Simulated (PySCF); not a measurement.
Cost against size for one kind of job: PySCF 2.14.0, density-fitted response routines, GIAO PBE0/pcSseg-1 NMR shielding, non-relativistic, gas phase; work: shieldings, charges and field gradients. Hardware: one thread of an Arm Neoverse N1, no GPU, shared host. Times come from a shared host and carry two figures at best. Peak memory is the resident size of the whole Python process, interpreter and libraries included.

```json
{"species (SMILES)": "C#CBC[Si@H](C)CC", "atoms": "21", "electrons": "68", "basis functions": "208", "SCF cycles": "14", "wall time": "74 s", "peak memory": "1.0 GiB"}
{"species (SMILES)": "C#C[Si@@](C)([SiH3])[SiH2]C=C", "atoms": "20", "electrons": "84", "basis functions": "217", "SCF cycles": "14", "wall time": "83 s", "peak memory": "0.90 GiB"}
{"species (SMILES)": "[H]/N=C\\C(=C/[SiH2][SiH3])C[SiH3]", "atoms": "21", "electrons": "86", "basis functions": "222", "SCF cycles": "14", "wall time": "?", "peak memory": "?"}
{"species (SMILES)": "CC(=S)CC[SiH2]C(Cl)Cl", "atoms": "19", "electrons": "104", "basis functions": "231", "SCF cycles": "14", "wall time": "?", "peak memory": "?"}
{"species (SMILES)": "CO[C@H]([SiH2]C=C=O)C(C)C", "atoms": "24", "electrons": "86", "basis functions": "247", "SCF cycles": "14", "wall time": "?", "peak memory": "?"}
```

Problem. Estimate the withheld figures.

Solution. `[H]/N=C\C(=C/[SiH2][SiH3])C[SiH3]`: 86 s, 0.94 GiB; `CC(=S)CC[SiH2]C(Cl)Cl`: 1.9 min, 1.1 GiB; `CO[C@H]([SiH2]C=C=O)C(C)C`: 1.8 min, 1.2 GiB.
